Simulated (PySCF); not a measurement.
Computed IR spectrum (relative IR intensity) of a molecule CH₈ClNSi₃. Geometry optimised at PBE0-D3(BJ)/def2-SVP. The values are those of a single conformer. Level of theory: PySCF with PBE0-D3(BJ)/def2-SVP. Frequencies are harmonic and unscaled.

Lines under 2 % of the strongest are left out, and lines within 2 cm⁻¹ are merged.

```tsv
ν (cm⁻¹)	relative intensity
189	3.1
285	8.1
299	7.2
343	2.0
398	2.5
453	63
554	95
616	6.6
637	10
672	52
675	4.7
721	4.2
762	35
856	100
874	47
905	21
924	56
953	3.7
996	40
1363	7.4
1542	26
2215	56
2221	51
2232	10
2239	76
3593	21
3695	20
```

Identify the compound among the candidates.
(A) N[Si@@]1(Cl)C[SiH2][SiH2]1
(B) N[Si]1(Cl)[SiH2]C[SiH2]1
(C) C[Si@@H]1N[Si@H](Cl)[SiH2]1
(D) C[Si]1(Cl)[SiH2]N[SiH2]1

A, N[Si@@]1(Cl)C[SiH2][SiH2]1
